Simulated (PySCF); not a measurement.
# Computed structure and properties of [WOF5]−

System: [WOF5]− (singlet); start: template (C4v). Method: PySCF 2.14.0, RKS TPSS, W def2-SVP with ECP60, O def2-SVP, F def2-SVP; non-relativistic Hamiltonian with scalar-relativistic core potentials where named; density fitting; no spin-orbit coupling.

Input of the relaxation:

```python
mol = gto.M(atom='''
W     -0.00000    -0.00000     0.03003
O     -0.00000    -0.00000     1.53963
F      0.00000     0.00000    -1.70717
F      1.73720    -0.00000     0.03003
F      0.00000     1.73720     0.03003
F     -1.73720     0.00000     0.03003
F     -0.00000    -1.73720     0.03003''',
    basis={'W': 'def2-SVP', 'O': 'def2-SVP', 'F': 'def2-SVP'},
    ecp={'W': 'def2-SVP'},
    charge=-1, spin=0)
mf = dft.RKS(mol, xc='TPSS')
mf.grids.atom_grid = (50, 194)
mf = mf.density_fit()  # fitting sets: W def2-universal-JKFIT, O def2-universal-JKFIT, F def2-universal-JKFIT
mf.conv_tol = 1e-08; mf.max_cycle = 55
mf.kernel(dm0)  # dm0: converged density of the start geometry
# quasi-Newton relaxation in Cartesian coordinates to a largest gradient under 0.00045 Eh/bohr, steps kept in the point group
```

Run from Python with OMP_NUM_THREADS=2; the lines above give its settings. Where DIIS fails, smearing, a level shift and second-order steps follow.
It took 5.9 min on 2 threads of Intel(R) Xeon(R) Processor @ 2.50GHz (Skylake/Cascade Lake) (shared host), from the converged density of the start.

Course of the relaxation:

| step | energy above end (eV) | largest force component within the symmetry (eV/Å) |
| --- | --- | --- |
| 0 | 6.2829 | 24.684 |
| 1 | 0.7855 | 5.342 |
| 2 | 0.1181 | 1.504 |
| 3 | 0.0242 | 0.640 |
| 4 | 0.0046 | 0.147 |
| 5 | 0.0012 | 0.105 |
| 6 | 0.0001 | 0.082 |
| 7 | 0.0000 | 0.029 |
| 8 | 0.0000 | 0.004 |

Relaxed geometry (C4v):

```xyz
7

W     0.0000    0.0000    0.1192
O     0.0000    0.0000    1.8612
F     0.0000    0.0000   -1.8505
F     1.8981    0.0000   -0.0368
F     0.0000    1.8981   -0.0368
F    -1.8981    0.0000   -0.0368
F     0.0000   -1.8981   -0.0368
```

| contact | Å |
| --- | --- |
| W1–O2 (O) | 1.742 |
| W1–F3 (F) | 1.970 |
| W1–F4 (F) | 1.905 |
| W1–F5 (F) | 1.905 |
| W1–F6 (F) | 1.905 |
| W1–F7 (F) | 1.905 |

On the finer grid (75, 302):

The HOMO is -3.26 eV and the LUMO is 1.00 eV. The dipole about the centre of mass is 0.50 D. The set of Mulliken populations of W1 outside the core potential is s 2.35, p 6.52, d 3.54, f 0.30. The D3(BJ) dispersion energy (not in the energies) is -0.176 eV.

```csv
atom,Mulliken (e),Löwdin (e),spin (e)
W1,1.29,0.13,0.00
O2,-0.42,-0.18,0.00
F3,-0.42,-0.25,0.00
F4,-0.36,-0.17,0.00
F5,-0.36,-0.17,0.00
F6,-0.36,-0.17,0.00
F7,-0.36,-0.17,0.00
```

No frequency check is given for this geometry.

Rigid scan of O along the line from its metal:

(distance to O2 (Å), energy (eV)): (1.44, 3.886), (1.54, 1.427), (1.64, 0.297), (1.74, 0.000), (1.84, 0.210), (1.94, 0.715), (2.04, 1.378), (2.19, 2.484)

Taking off one F (charge -1, singlet; the rest: singlet) in vacuum, both parts rigid, costs 6.71 eV; the small basis without counterpoise inflates it.

Rigid scan of F along the line from its metal:

(distance to F3 (Å), energy (eV)): (1.67, 1.649), (1.77, 0.605), (1.87, 0.126), (1.97, 0.000), (2.07, 0.091), (2.17, 0.307), (2.37, 0.908), (2.67, 1.861), (3.07, 2.893)

One start shape was tried, so this needn't be the lowest isomer.
